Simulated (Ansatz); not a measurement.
Q: Name a neutral molecule of In, P and H with LUMO energy (B3LYP/def2-TZVPP) between -0.90 and -0.60 eV and LUMO energy (PBE/def2-TZVPP) between -1.25 and -0.95 eV (Ansatz, PBE0-D4/def2-TZVP geometry).

A: `[PH3+][InH3-]` (-0.73 eV, -1.19 eV). Other molecules can fit too; these were computed, each in one conformer that needn't be the lowest.

B3LYP here is the variant with VWN-RPA as its local correlation; programs differ in this.
